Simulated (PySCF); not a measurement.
## Electron correlation in Cr⁺ (chromium, charge +1)

[Ar] 3d4 4s1, high-spin 6D determinant (an excited configuration). Calculation: PySCF 2.14, in def2-TZVPPD; the non-relativistic Hamiltonian (point nucleus). Frozen: [Ar]; 5 electrons correlated.

MP2 pair energies summed by pair of shells (mhartree):

| pair | energy | share (%) |
| --- | --- | --- |
| 3d-3d | -39.94 | 78.7 |
| 3d-4s | -10.79 | 21.3 |

Total MP2 correlation energy: -50.73 mhartree.

Same-spin part -50.73 and opposite-spin part 0.00 mhartree; SCS-MP2 scales them by 1/3 and 6/5 to -16.91 mhartree.
